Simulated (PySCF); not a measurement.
Spinor energies of Cs(28+) (caesium, charge +28)

Start: [Ar] 3d9; 3d3/2 filled at m_j = -3/2, -1/2, +1/2, +3/2; 3d5/2 filled at m_j = -3/2, -1/2, +1/2, +3/2, +5/2. Calculated with PySCF 2.14 in an uncontracted even-tempered set (16 s from 4.3 bohr⁻², ratio 2.8; 12 p from 5.6 bohr⁻², ratio 2.8; 8 d from 5.6 bohr⁻², ratio 2.8; 3 f from 23 bohr⁻², ratio 3): generalised Hartree-Fock with the X2C-1e Hamiltonian and a Gaussian nucleus; one run each with spin-orbit coupling (SO) switched off, then screened by Boettger's factors.

```csv
spinor shell,electrons,"ε, spin-free (eV)","ε, screened SO (eV)",weight of nominal j (screened SO),"rms radius, screened SO (bohr)"
1s1/2,2,-37184.7,-37180.4,1.000,0.0298
2s1/2,2,-6770.8,-6769.3,1.000,0.121
2p1/2,2,-6174.0,-6422.3,1.000,0.104
2p3/2,4,-6174.0,-6062.7,1.000,0.110
3s1/2,2,-2159.4,-2159.0,1.000,0.311
3p1/2,2,-1962.1,-2015.8,0.998,0.302
3p3/2,4,-1962.1,-1937.8,0.999,0.313
3d3/2,4,-1687.3,-1697.2,0.982,0.281
3d5/2,5,-1687.3,-1680.1,0.986,0.284
```

```json
{"quantity": "E (hartree)", "spin-free": "-7360.53354", "screened SO": "-7363.41913"}
{"quantity": "M_J", "spin-free": "5/2", "screened SO": "5/2"}
{"quantity": "⟨J²⟩", "spin-free": "8.750", "screened SO": "8.750"}
{"quantity": "⟨L²⟩", "spin-free": "6.000", "screened SO": "6.017"}
{"quantity": "⟨S²⟩", "spin-free": "0.750", "screened SO": "0.767"}
```

Each row is a mean over spinors that exchange with the open shell spreads, by up to 19.164 eV (3p3/2).

Breit and QED terms are absent; they matter most for the inner s and p1/2 levels.

Densities and radii are taken from the X2C orbitals without a picture-change correction, which distorts them close to the nucleus.

Without spin-orbit coupling the j labels of p, d and f shells carry no meaning; the spin-free column gives the mean over the occupied spinors of each nl shell.
